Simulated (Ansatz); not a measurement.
`[SiH3]BCl` + `CC1(O)C[SiH2]1` → `OB([SiH3])Cl` + `CC1C[SiH2]1`  (redistribution)

Calculated with Ansatz (gas phase, PBE0-D4/def2-TZVP geometries, no zero-point term in ΔE). CCSD(T)/CBS is the MP2 limit (def2-TZVPP, def2-QZVPP) plus CCSD(T) − MP2 in def2-TZVPP, frozen cores. This one scheme is used for every species. DFT in def2-TZVPP. HSE06 is defined as in plane-wave codes. One conformer a species, not always the lowest.

`[SiH3]BCl`:

```xyz
7

Si    0.271    0.823    0.019
B    -0.330   -1.100    0.095
Cl   -0.941   -1.919   -1.312
H    -0.545    1.621    0.977
H     0.147    1.417   -1.338
H     1.692    0.904    0.460
H    -0.294   -1.747    1.098
```

`CC1(O)C[SiH2]1`:

Cartesian coordinates in Å:
```
C 1.021 0.613 -0.956
C 0.030 -0.282 -0.264
O -0.174 -1.515 -0.909
C 0.214 -0.478 1.238
Si -1.357 0.412 0.803
H 0.686 0.869 -1.965
H 1.991 0.108 -1.032
H 1.161 1.548 -0.409
H -0.656 -1.351 -1.724
H 1.042 0.052 1.699
H 0.125 -1.510 1.562
H -2.630 -0.332 0.902
H -1.453 1.867 1.056
```

`OB([SiH3])Cl`:

Z-matrix (Å, degrees):
```
Si
B 1 2.023
H 1 1.488 2 109.2
H 1 1.488 2 109.2 3 -118.0
H 1 1.486 2 112.1 3 121.0
Cl 2 1.779 1 119.0 3 59.3
O 2 1.343 1 121.8 3 -120.7
H 7 0.965 2 113.9 1 180.0
```

`CC1C[SiH2]1`:

Z-matrix (Å, degrees):
```
C
C 1 1.507
H 1 1.094 2 111.3
H 1 1.096 2 111.2 3 -119.5
H 1 1.092 2 111.5 3 119.9
C 2 1.542 1 117.7 3 47.0
Si 2 1.854 1 122.8 3 -30.1
H 2 1.088 1 113.8 3 -177.1
H 6 1.085 2 117.0 1 132.0
H 6 1.087 2 115.5 1 -4.4
H 7 1.479 2 120.3 1 -147.2
H 7 1.479 2 118.8 1 3.9
```

| level | ΔE (kcal/mol) | difference from CCSD(T)/CBS |
| --- | --- | --- |
| PBE-D4 | -52.9 | 1.3 |
| BLYP-D4 | -53.0 | 1.2 |
| HSE06-D4 | -53.9 | 0.3 |
| ωB97X-V | -53.4 | 0.8 |
| PBE-QIDH | -55.3 | -1.1 |
| BLYP | -53.4 | 0.8 |
| PBE0 | -54.1 | 0.1 |
| CAM-B3LYP | -54.7 | -0.5 |
| MP2/def2-SVP | -57.7 | -3.5 |
| CCSD/def2-SVP | -55.6 | -1.4 |
| CCSD(T)/def2-SVP | -55.3 | -1.1 |
| MP2/def2-TZVPP | -56.1 | -1.9 |
| SCS-MP2/def2-TZVPP | -55.0 | -0.8 |
| HF/def2-QZVPP | -54.9 | -0.7 |
| SCS-MP2/def2-QZVPP | -55.1 | -0.9 |
| CCSD/CBS(def2) | -54.4 | -0.2 |
| CCSD(T)/CBS | -54.2 | 0 |

Largest T1 diagnostic among the species: 0.014.

Leaving LDA and LC-ωPBE aside and taking each functional with its dispersion term where it has one, the values, not all of them listed here, spread over 2.9 kcal/mol, from PBE-QIDH to revPBE-D4. From PBE to PBE0 (25 % exact exchange), in def2-TZVPP and without D4, ΔE moves by −1.0 kcal/mol. At CCSD(T), def2-SVP lies −1.1 kcal/mol from the extrapolated value and def2-TZVPP +0.0 kcal/mol.
